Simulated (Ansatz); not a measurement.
Total energies of Ge5Se (the lowest singlet isomer of a short search) from Ansatz at PBE0-D4/def2-SVP, gas phase (1 Eh = 27.2114 eV = 2625.5 kJ/mol). The reference geometry is relaxed at r2SCAN-D4/def2-SVP.

```xyz
6

Ge   -0.098    0.201    1.532
Ge    1.320    0.320   -0.763
Ge    1.508   -1.824    0.153
Ge   -0.013    2.324   -0.172
Ge   -0.922   -1.713   -0.316
Se   -1.795    0.691   -0.435
```

```tsv
state	geometry	energy (Eh)
charge 0 singlet	reference	-12783.54354
charge 1 doublet	reference	-12783.26336
charge -1 doublet	reference	-12783.59381
charge -1 doublet	relaxed at r2SCAN-D4/def2-SVPD	-12783.61402
free Ge atom (triplet)	–	-2076.39507
free Se atom (triplet)	–	-2400.91098
```

Work out the vertical ionisation energy to the doublet.

E(charge 1 doublet) − E(charge 0 singlet) = -12783.26336 − (-12783.54354) = 0.28018 Eh = 7.62 eV. For comparison, −ε of the highest occupied level is 6.06 eV at this level, 1.56 eV less.

Work out the vertical electron affinity, to the doublet.

E(charge 0 singlet) − E(charge -1 doublet) = -12783.54354 − (-12783.59381) = 0.05027 Eh = 1.37 eV. The basis lacks diffuse functions, which makes affinities too small.

Give the fundamental gap IE − EA, the Mulliken electronegativity (IE + EA)/2 and the hardness (IE − EA)/2.

From the values in Eh: IE − EA = 0.28018 − 0.05027 = 0.22991 Eh = 6.26 eV; (IE + EA)/2 = 4.50 eV; (IE − EA)/2 = 3.13 eV. The HOMO–LUMO gap of the same run is 3.21 eV, 3.05 eV smaller than the fundamental gap.

How much does the charge -1 doublet relax, and what is the adiabatic electron affinity?

Relaxation: -12783.59381 − (-12783.61402) = 0.02021 Eh = 0.55 eV. Adiabatic electron affinity: 0.07048 Eh = 1.92 eV, without zero-point energy. 

What is the binding energy per atom against free atoms?

Atoms: 5 × (-2076.39507) + 1 × (-2400.91098) = -12782.88633 Eh. Binding: -12782.88633 − (-12783.54354) = 0.65721 Eh = 17.88 eV, or 2.98 eV for each of 6 atoms (no zero-point energy, no counterpoise term).

At PBE0-D4/def2-SVP the highest occupied level of the charge -1 doublet lies above zero (up to 0.13 eV). By energy differences its removal costs 1.37 eV (vertical, to the charge 0 singlet, at PBE0-D4/def2-SVP); self-interaction error and the lack of diffuse functions both raise the level.  

The structure comes from a short search, and lower isomers may exist.
